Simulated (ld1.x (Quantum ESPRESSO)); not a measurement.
Scattering properties, ultrasoft potential for K

potassium (K), ultrasoft, made with ld1.x (Quantum ESPRESSO) 7.5 (LDA (PZ), scalar-relativistic). Core [Ne], reference 3s2 3p6 3d0 4s0 4p0 (charge +1). Waves: 3s (bound): rcut 2.10, rcutus 2.60 bohr; 4s (bound, empty): rcut 2.10, rcutus 2.60 bohr; 3p (bound): rcut 2.45, rcutus 3.15 bohr; 4p (bound, empty): rcut 2.45, rcutus 3.15 bohr; 3d (bound, empty): rcut 1.80, rcutus 2.05 bohr; 3d channel at 0.75 Ry: rcut 1.80, rcutus 2.05 bohr. Local part: all-electron potential smoothed inside 2.65 bohr (lloc = -2). Core correction: none. Augmentation charge: PSQ, inside the norm-conserving radii.

The phase is arctan(r·u′/u) with u = r·R(r), unwrapped; energies in Ry, scanned from -5 to 5 Ry. A pole is an energy at which the radial function vanishes at the test radius. The pseudo phase is shifted by a multiple of π to meet the all-electron one at the reference energy, and phase errors are pseudo minus all-electron; the curves can meet again beyond the range given. Levels narrower than the energy grid can be missing from the lists of poles.

```
channel  radius (bohr)  reference energy (Ry)  poles, all-electron  poles, pseudo  unbroken range about the reference energy with phases within 0.05 rad  phase error 1 Ry above the reference energy (rad)
      s           3.40                  -0.45          -3.02, 1.00    -3.02, 0.99                                                              below 2.6                                             -0.001
      p           3.40                  -0.27          -1.79, 1.65    -1.79, 1.93                                                              below 2.2                                             +0.023
      d           3.40                  -0.29           0.02, 2.70     0.02, 2.73                                                              below 4.2                                             +0.000
```

Phases in the p channel:

```json
{"E (Ry)": "-5.00", "all-electron": "1.429", "pseudo": "1.430"}
{"E (Ry)": "-4.74", "all-electron": "1.425", "pseudo": "1.426"}
{"E (Ry)": "-4.48", "all-electron": "1.419", "pseudo": "1.421"}
{"E (Ry)": "-4.22", "all-electron": "1.414", "pseudo": "1.415"}
{"E (Ry)": "-3.96", "all-electron": "1.407", "pseudo": "1.409"}
{"E (Ry)": "-3.70", "all-electron": "1.400", "pseudo": "1.402"}
{"E (Ry)": "-3.44", "all-electron": "1.392", "pseudo": "1.393"}
{"E (Ry)": "-3.18", "all-electron": "1.381", "pseudo": "1.383"}
{"E (Ry)": "-2.92", "all-electron": "1.369", "pseudo": "1.371"}
{"E (Ry)": "-2.66", "all-electron": "1.353", "pseudo": "1.355"}
{"E (Ry)": "-2.40", "all-electron": "1.329", "pseudo": "1.331"}
{"E (Ry)": "-2.14", "all-electron": "1.279", "pseudo": "1.281"}
{"E (Ry)": "-1.88", "all-electron": "0.186", "pseudo": "0.196"}
{"E (Ry)": "-1.62", "all-electron": "-1.754", "pseudo": "-1.752"}
{"E (Ry)": "-1.36", "all-electron": "-1.824", "pseudo": "-1.822"}
{"E (Ry)": "-1.10", "all-electron": "-1.879", "pseudo": "-1.877"}
{"E (Ry)": "-0.84", "all-electron": "-1.948", "pseudo": "-1.946"}
{"E (Ry)": "-0.58", "all-electron": "-2.058", "pseudo": "-2.057"}
{"E (Ry)": "-0.32", "all-electron": "-2.272", "pseudo": "-2.272"}
{"E (Ry)": "-0.06", "all-electron": "-2.788", "pseudo": "-2.784"}
{"E (Ry)": "0.20", "all-electron": "-3.704", "pseudo": "-3.683"}
{"E (Ry)": "0.46", "all-electron": "-4.236", "pseudo": "-4.212"}
{"E (Ry)": "0.72", "all-electron": "-4.456", "pseudo": "-4.433"}
{"E (Ry)": "0.98", "all-electron": "-4.569", "pseudo": "-4.544"}
{"E (Ry)": "1.24", "all-electron": "-4.638", "pseudo": "-4.612"}
{"E (Ry)": "1.50", "all-electron": "-4.688", "pseudo": "-4.659"}
{"E (Ry)": "1.76", "all-electron": "-4.728", "pseudo": "-4.694"}
{"E (Ry)": "2.02", "all-electron": "-4.764", "pseudo": "-4.722"}
{"E (Ry)": "2.28", "all-electron": "-4.799", "pseudo": "-4.746"}
{"E (Ry)": "2.54", "all-electron": "-4.837", "pseudo": "-4.769"}
{"E (Ry)": "2.80", "all-electron": "-4.883", "pseudo": "-4.790"}
{"E (Ry)": "3.06", "all-electron": "-4.945", "pseudo": "-4.813"}
{"E (Ry)": "3.32", "all-electron": "-5.046", "pseudo": "-4.837"}
{"E (Ry)": "3.58", "all-electron": "-5.246", "pseudo": "-4.864"}
{"E (Ry)": "3.84", "all-electron": "-5.785", "pseudo": "-4.898"}
{"E (Ry)": "4.10", "all-electron": "-6.840", "pseudo": "-4.942"}
{"E (Ry)": "4.36", "all-electron": "-7.361", "pseudo": "-5.004"}
{"E (Ry)": "4.62", "all-electron": "-7.554", "pseudo": "-5.103"}
{"E (Ry)": "4.88", "all-electron": "-7.650", "pseudo": "-5.286"}
```
